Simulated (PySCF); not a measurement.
Magnetic susceptibility: SMILES C=C1Cc2ccccc21, C₉H₈

Geometry (Å), atoms numbered from 1 in this order:
```xyz
17

C     2.696   -0.458    1.063
C     1.609   -0.078    0.417
C     1.349    0.749   -0.843
C    -0.116    0.495   -0.564
C    -1.394    0.725   -0.999
C    -2.406    0.159   -0.219
C    -2.133   -0.585    0.919
C    -0.830   -0.816    1.358
C     0.163   -0.257    0.587
H     2.639   -1.056    1.957
H     3.680   -0.185    0.722
H     1.662    1.792   -0.783
H     1.731    0.313   -1.767
H    -1.628    1.302   -1.882
H    -3.436    0.306   -0.512
H    -2.959   -0.996    1.481
H    -0.634   -1.398    2.247
```

Method: PySCF 2.14.0, GIAO wB97X-D/pcSseg-1 magnetisability, rotational g tensor and spin-rotation constants, non-relativistic, gas phase. Geometry: GFN2-xTB.

(1) How diamagnetic is it, and how anisotropic?

(2) Split it along the inertial axes a, b, c into diamagnetic and paramagnetic parts about the centre of mass, with the quadrupole moment.

(3) And the rotational g tensor?

Results:

(1) Isotropic -1266 × 10⁻³⁰ J/T², or -76.2 × 10⁻⁶ cm³/mol; principal values -1991, -923, -884 × 10⁻³⁰ J/T², anisotropy 1088 × 10⁻³⁰ J/T² (root of half the summed squared differences of the principal values). The susceptibility is in cgs units.

(2) 
| axis | χ (10⁻⁶ cm³/mol) | diamagnetic (10⁻⁶ cm³/mol) | paramagnetic (10⁻⁶ cm³/mol) | summed x² of all electrons (Å²) | quadrupole Θ (D Å) |
| --- | --- | --- | --- | --- | --- |
| a | -55.6 | -429.8 | 374.2 | 208.5 | +4.38 |
| b | -53.3 | -942.3 | 889.1 | 87.7 | +5.52 |
| c | -119.9 | -1257.0 | 1137.1 | 13.6 | -9.90 |

Anisotropies 2χaa − χbb − χcc = +62.0 and 2χbb − χaa − χcc = +68.9 × 10⁻⁶ cm³/mol. Θ is traceless in Buckingham's convention.

(3) 
```
axis  rotational constant (GHz)        g  nuclear part  electronic part
   a                     3.8506  -0.0670        0.6099          -0.6769
   b                     1.4492  -0.0273        0.5780          -0.6053
   c                     1.0599  +0.0178        0.5840          -0.5662
```
Asymmetric top; isotopes 12C, 1H; no vibrational averaging.
